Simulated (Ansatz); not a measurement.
Reactions of C$_{4}$H$_{11}$P (`CC(C)(C)P`).

Gas-phase electronic energies from Ansatz, PBE0-D4/def2-TZVP geometries. CBS: MP2 limit from def2 TZ/QZ plus the TZ coupled-cluster correction, frozen cores. This one scheme is used for every species, atoms too. For atomizations the MP2-based limit and the directly extrapolated one differ by several kJ/mol either way, and by 10 to 25 for some Ge, Se and Sn compounds, so smaller differences from it don't rank the levels. Open shells (•) are unrestricted, without spin–orbit coupling. Spin–orbit coupling would lower the free atoms: a little for C. For Ge outer-core shells are correlated without core-valence functions, so the limit isn't a true one: a few kJ/mol of doubt a bond, and 10 to 20 or more in all where bonds break to atoms. Scalar relativity is left out up to krypton. Each species was taken in one conformer, which may not be the lowest.

```
                                                              reaction  MP2/CBS(def2) (eV)  HF/CBS(def2) (eV)  CCSD/CBS(def2) (eV)  CCSD(T)/CBS(def2) (eV)
                                         `CC(C)(C)P` → PH₃ + `C=C(C)C`                1.20               0.56                 0.99                    1.04
           `CC(C)(C)P` + `B[Si](C)(C)F` → `C[Si](C)(F)P` + `BC(C)(C)C`               -0.80              -0.72                -0.75                   -0.76
           `CC(C)(C)P` + `CB(S)C[SiH3]` → `CB(P)C[SiH3]` + `CC(C)(C)S`                0.79               0.76                 0.76                    0.76
     `CC(C)(C)P` + `BN[SiH2][SiH3]` → `BN([SiH2][SiH3])C(C)(C)C` + PH₃                0.38               0.58                 0.38                    0.34
                                       `CC(C)(C)P` → 4 C• + 11 H• + P•               61.97              46.31                61.02                   61.73
`CC(C)(C)P` + `[F][GeH]([F])[F]` → PH₃ + `C[C](C)(C)[Ge]([F])([F])[F]`               -0.38              -0.31                -0.43                   -0.43
```

Largest T1 diagnostic: 0.013, for `BN[SiH2][SiH3]`.
